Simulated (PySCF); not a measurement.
The PySCF input:
```python
from pyscf import gto, scf, dft

mol = gto.M(
    atom='''
Si    0.028634   -0.016278    0.491067
Cl   -1.241581   -1.436795   -0.148817
Cl   -0.640098    1.792321   -0.076853
Cl    1.851449   -0.338342   -0.292763
H     0.113031   -0.064254    1.938435
''',
    basis='sto-3g',
    charge=0,
    spin=0,
    verbose=4,
)

mf = dft.RKS(mol)
mf.xc = 'mn15'
mf.kernel()
mf.analyze()
```

Problem. Estimate the HOMO energy that MN15/STO-3G (PySCF) returns for this input.

Solution. -8.73 eV

Problem. Estimate the HOMO-LUMO gap that MN15/STO-3G returns for this input.

Solution. 11.47 eV

Problem. What total energy does MN15/STO-3G give?

Solution. -1648.3359 Eh

Problem. Predict the number of basis functions from MN15/STO-3G.

Solution. 37

Problem. Estimate the dipole moment that MN15/STO-3G returns for this input.

Solution. 2.02 D

Problem. What nuclear repulsion energy does MN15/STO-3G give?

Solution. 342.2102 Eh
